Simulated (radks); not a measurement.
Valence configurations of Tb IV (all share [Xe]). Method: scalar-relativistic Kohn-Sham, r2SCAN, spin-unpolarised, spherical densities, finite nucleus; meta-GGA in the generalised Kohn-Sham scheme; Fermi nuclear charge, rms radius 5.06 fm; computed with a radial shooting solver on a logarithmic mesh with Libxc functionals. Energies are relative to 4f8; eigenvalues in eV.

| valence | E (eV) | e(4f) | e(5d) | e(6p) | e(6s) |
|---|---|---|---|---|---|
| 4f8 | 0.000 | -33.914 | - | - | - |
| 4f7.5 6s0.5 | 7.066 | -39.144 | - | - | -23.340 |
| 4f7 5d1 | 12.339 | -41.199 | -26.248 | - | - |
| 4f7 5d0.5 6s0.5 | 14.131 | -42.909 | -27.448 | - | -23.814 |
| 4f7 6s1 | 15.959 | -44.611 | - | - | -24.864 |
| 4f7 6p1 | 21.643 | -45.769 | - | -19.667 | - |
| 4f6.5 5d0.5 6s1 | 24.735 | -48.575 | -29.598 | - | -25.297 |
| 4f6 6s2 | 40.188 | -56.255 | - | - | -27.421 |
| 4f6 6p2 | 52.882 | -58.514 | - | -22.036 | - |
| 4f5 6s1 6p2 | 88.195 | -70.999 | - | -23.675 | -30.589 |

NIST lists [Xe] 4f8 as the ground configuration; this level of theory agrees among the configurations tried. The energies are those of spherical spin-averaged densities, not of single terms.
